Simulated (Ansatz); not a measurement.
Worked example: AlHBr2 → AlBr2 + H

Species: AlHBr2 `[Br][AlH][Br]`, singlet; AlBr2 `[Br][Al][Br]`, doublet; H atom, doublet. 

Shapes, held fixed at every level: PBE0-D4/def2-TZVP. Programs: Ansatz 0.2.0. The zero-point and thermal change to 298 K, harmonic and unscaled (PBE0-D4/def2-TZVP), is -13.4 kJ/mol.

At CCSD(T)/def2-TZVPP; 1 Eh = 2625.50 kJ/mol:

```
species   energy (Eh)
 AlHBr2  -5388.143420
  AlBr2  -5387.507443
      H     -0.499810
```

Question: Work out ΔH(298 K) of the reaction at this level.

Answer: 
1. Products less reactants: (-5387.507443) + (-0.499810) − [(-5388.143420)] = 0.136167 Eh = +357.5 kJ/mol.
2. With the thermal change: +357.5 + (-13.4) = +344.1 kJ/mol.

Other levels give +268.4 (HF/def2-SVP) to +352.6 kJ/mol (SPW92/def2-TZVPP). No measured value is set beside it here. Open shells run unrestricted unless RO is named. Relativity is left out for Br unless named. Correlated rows may include outer-core shells of Br, which these sets cover unevenly.
